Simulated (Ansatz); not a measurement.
Computed with Ansatz on PBE0-D4/def2-TZVP structures; ΔE is electronic, products minus reactants. CCSD(T)/CBS adds triple-zeta CCSD(T) − MP2 to the extrapolated MP2 energy (def2 sets, frozen cores). This one scheme is used for every species, atoms too. DFT in def2-TZVPP. Open shells (•) are unrestricted, without spin–orbit coupling. Spin–orbit coupling would lower the free atoms: a little for F, O, S; clearly for Ga. For Ga outer-core shells are correlated without core-valence functions, so the limit isn't a true one: a few kJ/mol of doubt a bond, and 10 to 20 or more in all where bonds break to atoms. Scalar relativity is left out up to krypton. Each species was taken in one conformer, which may not be the lowest.

`[OH][Ga]([F])[SH]` → F• + Ga• + 2 H• + O• + S•  (atomization)

CCSD(T)/CBS gives +1990.2 kJ/mol.

(1) Another level gave +2013.0 kJ/mol. Which?
A. ωB97X-V/def2-TZVPP
B. MP2/def2-TZVPP
C. CCSD(T)/def2-TZVPP
D. B2PLYP/def2-TZVPP

Largest T1 diagnostic among the species: 0.014.

Answers

(1) B. MP2/def2-TZVPP 2013.0, ωB97X-V 1982.2, CCSD(T)/def2-TZVPP 1934.5, B2PLYP 1942.1 kJ/mol.

From PBE to PBE0 (25 % exact exchange), in def2-TZVPP and without D4, ΔE moves by −60.0 kJ/mol: exact exchange takes away binding that semilocal exchange gives to molecules. In def2-TZVPP, CCSD(T) changes the Hartree–Fock value by +599.2 kJ/mol (the triples alone add +42.1 kJ/mol) and MP2 by +677.7 kJ/mol; breaking electron pairs costs correlation energy, which Hartree–Fock lacks.

For atomizations the MP2-based limit and the directly extrapolated one differ by several kJ/mol either way, and by 10 to 25 for some Ge, Se and Sn compounds, so smaller differences from it don't rank the levels.
